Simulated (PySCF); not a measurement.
Lithium: a sound run and one with changed settings

Sound run: Li⁺ 1s2, Li²⁺ 1s1. All numbers are calculated (PySCF 2.14, no relativity, point nucleus, in def2-TZVP). The sound run starts from symmetry-adapted Hartree-Fock orbitals and uses a fine grid where one is needed.

Changed run: initial guess 1e, at most 3 SCF cycles. This setting is unsound on purpose.

```
species  method  sound run (hartree)  changed run (hartree)  converged
    Li⁺     UHF             -7.23637               -7.23637         no
    Li⁺     LDA             -7.14274               -7.14274         no
    Li⁺  M06-2X             -7.28288               -7.28288         no
   Li²⁺     UHF             -4.49857               -4.49857        yes
   Li²⁺     LDA             -4.40119               -4.40119         no
   Li²⁺  M06-2X             -4.49400               -4.49400         no
```

The SCF was stopped early; the energies are upper bounds that still move, and correlated levels were skipped or rest on poor orbitals.
